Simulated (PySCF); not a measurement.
Correlation energy of As²⁺ (arsenic, charge +2)

[Ar] 3d10 4s1 4p2, high-spin 4P determinant (an excited configuration). Calculation: PySCF 2.14, in cc-pVQZ-DK (7s6p4d2f1g, 68 functions); scalar relativity by spin-free X2C-1e. Frozen: [Ar] 3d10; 3 electrons correlated.

MP2 pair energies summed by pair of shells (mhartree):

```json
{"pair": "4p-4p", "energy": "-5.53", "share (%)": "59.5"}
{"pair": "4s-4p", "energy": "-3.77", "share (%)": "40.5"}
```

Total MP2 correlation energy: -9.30 mhartree.

Same-spin part -9.30 and opposite-spin part 0.00 mhartree; SCS-MP2 scales them by 1/3 and 6/5 to -3.10 mhartree.
